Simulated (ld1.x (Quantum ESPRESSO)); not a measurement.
Plane-wave convergence, PAW potential for Tl (Z = 81)

```
Element                 : Tl
Generator               : ld1.x (Quantum ESPRESSO) 7.5
Type                    : PAW
Functional              : PBE
Relativity              : scalar-relativistic
Frozen core             : [Xe] 4f14
Valence charge          : 13
Reference configuration : 5d10 6s1.75 6p1.25
Partial waves           : 6s (bound): rcut 1.75, rcutus 2.25 bohr; 6s channel at -0.2 Ry: rcut 1.75, rcutus 2.25 bohr; 6p (bound): rcut 1.95, rcutus 2.40 bohr; 6p channel at 0.5 Ry: rcut 1.95, rcutus 2.40 bohr; 5d (bound): rcut 1.85, rcutus 2.10 bohr; 5d channel at 0.05 Ry: rcut 1.85, rcutus 2.10 bohr; 5f channel at 0.05 Ry: rcut 1.85, rcutus 2.35 bohr; 5f channel at 0.5 Ry: rcut 1.85, rcutus 2.35 bohr
Local potential         : all-electron potential smoothed inside 1.85 bohr (lloc = -1)
Core correction         : a·sin(br)/r model core inside 2.05 bohr
Augmentation charge     : BESSEL, radius 1.50 bohr
```

The pseudo-atom Hamiltonian at the reference potential is diagonalised in spherical Bessel functions j_l(qr) that vanish at 20 bohr, with q² up to the cutoff. All-electron valence levels (Ry): 6s -0.7260, 6p -0.1898, 5d -1.1736.

Problem. How do the lowest levels (Ry) of each channel move with the cutoff, and are there ghosts?

Solution.

```
cutoff (Ry)     s #1     s #2     p #1     d #1    d #2    f #1  Σ f·Δε (mRy)
          8  -0.7257  -0.0365  -0.1896  -0.7926  0.0433  0.0973        3810.7
         10  -0.7259  -0.0365  -0.1898  -0.9647  0.0426  0.0973        2089.8
         12  -0.7259  -0.0365  -0.1898  -1.0684  0.0421  0.0973        1052.1
         18  -0.7261  -0.5420  -0.1898  -1.1614  0.0416  0.0973         122.2
         21  -0.9640  -0.7259  -0.1898  -1.1698  0.0415  0.0973          38.9
         25  -1.2114  -0.7260  -0.1898  -1.1725  0.0414  0.0973          10.9
         30  -1.3828  -0.7260  -0.1898  -1.1730  0.0413  0.0973           6.0
         35  -1.4395  -0.7260  -0.1898  -1.1732  0.0412  0.0973           3.9
         45  -1.4609  -0.7260  -0.1898  -1.1736  0.0412  0.0973           0.7
         50  -1.4640  -0.7260  -0.1898  -1.1736  0.0412  0.0973           0.6
         55  -1.4649  -0.7260  -0.1898  -1.1736  0.0412  0.0973           0.4
        400  -1.4656  -0.7260  -0.1898  -1.1736  0.0412  0.0973           0.0
```

Result: ghost state, extra bound levels that the all-electron valence spectrum of the same l lacks: s at -19.9 eV (a true bound ghost makes a file unfit for plane-wave use); 10 mRy is reached at 30 Ry and 1 mRy at 45 Ry.
